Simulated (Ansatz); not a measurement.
Geometry optimisation, RKS CAM-B3LYP-D4/STO-3G in Ansatz 0.2.0.

The input (input.yaml):

```yaml
crystal:
  periodic: [false, false, false]
  atoms:
    - { symbol: Si, position_ang: [0.0, 0.0, 0.0] }
    - { symbol: C, position_ang: [0.0, 0.0, 1.87] }
    - { symbol: H, position_ang: [-0.9996, -0.3092, 2.2405] }
    - { symbol: H, position_ang: [0.7676, -0.7111, 2.2405] }
    - { symbol: H, position_ang: [0.232, 1.0203, 2.2405] }
    - { symbol: H, position_ang: [1.3768, 0.0, -0.4862] }
    - { symbol: H, position_ang: [-0.6877, 1.1914, -0.4862] }
    - { symbol: O, position_ang: [-0.7913, -1.3709, -0.5594] }
    - { symbol: Si, position_ang: [-1.673, -2.4329, 0.3983] }
    - { symbol: H, position_ang: [-1.2634, -2.287, 1.792] }
    - { symbol: H, position_ang: [-3.0964, -2.1323, 0.2761] }
    - { symbol: H, position_ang: [-1.4264, -3.8036, -0.0398] }
basis:
  gaussian: { orbitals: STO-3G }
hamiltonian:
  xc: cam_b3lyp
  dispersion: d4
relax:
  f_tol: 0.02
  max_steps: 40
```

Launched with:

```bash
$ ansatz run input.yaml --threads 1 --pin off --max-ram 2048MiB --backend cpu --events-out ev --progress --plain --runs-dir out
```

Question: Where does it end, and by what steps?

Answer: It converged. The force dipped under the threshold on the way, but the program's further checks kept it going. Limits of this set-up: minimal basis. After 12 steps the energy has fallen by 0.266 eV; H7 moved furthest, 0.69 Å.

```csv
step,energy less start (eV),largest force component (eV/Å),accepted
0,0.0000,0.810,yes
1,-0.1517,0.265,yes
2,-0.1701,0.116,yes
3,-0.2112,0.155,yes
4,-0.2410,0.295,yes
5,-0.2501,0.260,yes
6,-0.2625,0.094,yes
7,-0.2648,0.034,yes
8,-0.2654,0.075,yes
9,-0.2659,0.036,yes
10,-0.2662,0.015,yes
11,-0.2664,0.010,yes
12,-0.2665,0.019,yes
```

```xyz
12
Properties=species:S:1:pos:R:3
Si -0.049 -0.123 0.109
C 0.151 0.157 1.948
H -0.763 -0.079 2.500
H 0.957 -0.455 2.362
H 0.395 1.204 2.146
H 1.156 0.273 -0.573
H -1.145 0.696 -0.358
O -0.294 -1.745 -0.280
Si -1.687 -2.509 0.289
H -1.683 -2.644 1.728
H -2.886 -1.791 -0.080
H -1.714 -3.820 -0.304
```

Whether the end is a true minimum wasn't checked by a vibrational analysis.

Time of the run: 29 s on 1 thread of Arm Neoverse V2 (shared host), peak memory 0.13 GiB.
